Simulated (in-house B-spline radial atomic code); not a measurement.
Cr. Computed with a B-spline radial atomic code. Model: all-electron spherical atom, spin shells full or empty, radial basis limit, no spin-orbit coupling, Breit or QED, empty-state partial waves extrapolated as (l+1/2)^-4, RPA, G0W0 and static COHSEX of the highest shell as one setting changes (uncorrelated shells keep exact exchange).

In a row where one electron alone is correlated, RPA and GW hold only self-correlation.

Given: element Cr; charge 0; filled core Ar; hamiltonian one-electron scalar X2C; mean-field start PBE0; highest l of empty states 9; nuclear rms radius 3.6452 fm; highest mean-field shell 4s up.

Shell: 3d 5 0, 4s 1 0 (electrons up and down).

```tsv
lowest nl shells left uncorrelated	RPA correlation energy (hartree)	G0W0 level (eV)	G0W0 minus most complete (meV)	COHSEX level (eV)
0	-1.5695	-7.3199	0	-8.6965
1	?	?	?	?
2	-1.2679	-7.3219	-2	-8.7011
3	-0.83451	-7.3126	7.3	-8.6831
4	?	?	?	?
5	-0.22101	-7.2346	85.3	-8.6007
6	-0.014884	-6.8332	486.7	-7.6877
```

Problem. What follows for lowest nl shells left uncorrelated = 4?

Solution. RPA correlation energy -0.6741 hartree; G0W0 level -7.3433 eV; G0W0 minus most complete -23.4 meV; COHSEX level -8.7537 eV.

Problem. What follows for lowest nl shells left uncorrelated = 1?

Solution. RPA correlation energy -1.4278 hartree; G0W0 level -7.3197 eV; G0W0 minus most complete 0.2 meV; COHSEX level -8.6959 eV.
